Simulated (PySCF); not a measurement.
## C₆ coefficients of unlike pairs at PBE

Calculated with PySCF 2.14 from the dipole response of each species, C₆(A,B) = (3/π) ∫ α_A(iu) α_B(iu) du, in atomic units, from isotropic polarisabilities. For ions this is the dispersion term alone; charge-induced terms of lower order in 1/R come first.

| species | configuration | basis | relativity | α (bohr³) | C₆ (like pair) |
| --- | --- | --- | --- | --- | --- |
| Bi⁺ | [Xe] 4f14 5d10 6s2 6p2 (3P) | aug-cc-pwCVTZ-DK3 (11s10p8d5f1g) | spin-free X2C | 27.91 | 258.8 |
| Ta⁺ | [Xe] 4f14 5d3 6s1 (5F) | aug-cc-pVTZ-PP with one added diffuse shell each of s, p, d, f, g type with ECP60MDF (7s7p6d4f3g) | core potential | 41.14 | 354.5 |
| As⁺ | [Ar] 3d10 4s2 4p2 (3P) | aug-cc-pwCVDZ-PP with ECP10MDF (6s5p4d1f) | core potential | 17.04 | 103.7 |
| Sn | [Kr] 4d10 5s2 5p2 (3P) | aug-cc-pV5Z-PP with ECP28MDF (8s8p6d4f3g2h) | core potential | 62.02 | 675.5 |

Question: Estimate C₆ for As⁺ with Bi⁺.

Answer: The integral gives 163.4. The combination rule 2 C_A C_B / (C_A α_B/α_A + C_B α_A/α_B) gives 163.7 and the geometric mean 163.8.

No spin-orbit coupling is included, so Bi⁺, close to jj coupling, stand for model states.

The other pairs:

| pair | C₆ |
| --- | --- |
| Sn, Ta⁺ | 487.2 |
| Ta⁺, Bi⁺ | 297.6 |
| Sn, As⁺ | 254.2 |
| Sn, Bi⁺ | 402.1 |
| As⁺, Ta⁺ | 188.0 |
